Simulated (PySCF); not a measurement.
Stepwise substitution at one centre (Sn C2H5-I). Gas-phase values, no solvent. One relaxed conformer stands for each flexible species; it need not be the lowest. Strings in code marks are SMILES.

The four lowest singlet excitations (Tamm–Dancoff). These are PBE-D3(BJ)/def2-TZVP // PBE-D3(BJ)/def2-SVP (PySCF) values and carry that method's errors. Excitations are Tamm–Dancoff values on a coarser integration grid. The basis has no diffuse functions, so Rydberg states are missing or too high.

```csv
state,energy (eV),wavelength (nm),oscillator strength
S1,5.71,217,0.019
S2,5.71,217,0.024
S3,5.73,216,0.020
S4,5.98,207,0.006
```

### Question
Which member gives these states?
(A) `C[CH2][Sn]([I])([I])[I]` (C–C–Sn–I torsion 59°)
(B) `C[CH2][Sn]([CH2]C)([CH2]C)[CH2]C`
(C) `C[CH2][Sn]([I])([I])[CH2]C` (C–C–Sn–I torsion 59°, I–Sn–C–C torsion -57°)

### Answer
B, `C[CH2][Sn]([CH2]C)([CH2]C)[CH2]C`
